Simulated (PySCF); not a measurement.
Ligand exchange on a metal centre used in film growth or etching (Mo OH-NH2). Isolated molecules, 0 K electronic values unless said otherwise. One relaxed conformer stands for each flexible species; it need not be the lowest.

The LUMO from two functionals at the same geometries (TPSS-D3(BJ)/def2-SVP), both in PySCF: PBE-D3(BJ)/def2-TZVP and B3LYP-D3(BJ)/def2-TZVP. B3LYP has the VWN-RPA correlation part, as in Gaussian. 

```tsv
species	PBE-D3(BJ)/def2-TZVP (eV)	B3LYP-D3(BJ)/def2-TZVP (eV)
0 of 6 OH replaced by NH2	-4.21	-3.88
1 of 6 OH replaced by NH2 ([Mo(OH)5(NH2)])	-3.84	-3.48
3 of 6 OH replaced by NH2	-3.20	-2.83
5 of 6 OH replaced by NH2 ([Mo(OH)(NH2)5])	-2.72	-2.33
```

Over these rows, drawn at random from the members with no instability flagged (it was tested for open shells, ions and some series alone), PBE minus B3LYP-D3(BJ): mean -0.36 eV, from -0.40 eV to -0.33 eV.
